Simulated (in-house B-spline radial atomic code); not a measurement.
Configurations of Cs3+, with energies counted from [Kr] 4d10 5s2 5p4. All numbers are computed (scalar-relativistic (X2C) LC-wPBE, spin-polarised, spherical fractional occupations; Fermi nucleus of rms radius 4.8041 fm) with an all-electron radial atomic-structure program (B-spline basis), not measured. Shells without spins written out take the highest spin.

Caution: exact exchange at fractional occupations of open shells leaves self-interaction of up to several eV.

Occupations are held fixed; configurations that lie above the ionisation limit could autoionise.

```
                                              configuration  E - E(ref) (eV)  highest orbital  its <r> (bohr)
                                      [Kr] 4d10 5s2 5p3 6s1           17.195            6s up           3.536
                                      [Kr] 4d10 5s1 5p4 6s1           35.145            6s up           3.513
                                       [Kr] 4d9 5s2 5p4 6p1           100.24            6p up           4.164
                                       [Kr] 4d9 5s2 5p4 5f1           107.04            5f up           4.993
[Kr] 4d(4 up, 5 down) 5s2 5p(2 up, 2 down) 6d(1 up, 0 down)           110.08            6d up           5.484
                          [Ar] 3d9 4s2 4p6 4d10 5s2 5p4 5d1           742.81            5d up           2.454
                          [Ar] 3d9 4s2 4p6 4d10 5s2 5p4 6f1           760.99            6f up           8.447
```

Question: Order these further configurations by energy, lowest first.
A. [Kr] 4d10 5s2 5p(2 up, 2 down)
B. [Kr] 4d9 5s2 5p4 6s1
C. [Kr] 4d10 5s2 5p(1 up, 2 down) 6s(0 up, 1 down)
D. [Kr] 4d10 5s(1 up, 0 down) 5p(2 up, 3 down)
E. [Kr] 4d10 5s2 5p3 5f1

Answer: A (3.855 eV), D (16.558 eV), C (25.245 eV), E (29.969 eV), B (94.187 eV).

Question: How far above the reference does [Ar] 3d(5 up, 4 down) 4s2 4p6 4d10 5s2 5p(3 up, 1 down) 5d(0 up, 1 down) lie?

Answer: 744.47 eV; its least bound orbital is 5d down with <r> = 2.554 bohr.

Question: How far above the reference does [Ar] 3d9 4s2 4p6 4d10 5s2 5p4 5f1 lie?

Answer: 757.03 eV; its least bound orbital is 5f up with <r> = 4.921 bohr.

Question: How far above the reference does [Ar] 3d9 4s2 4p6 4d10 5s2 5p4 6p1 lie?

Answer: 750.23 eV; its least bound orbital is 6p up with <r> = 4.141 bohr.
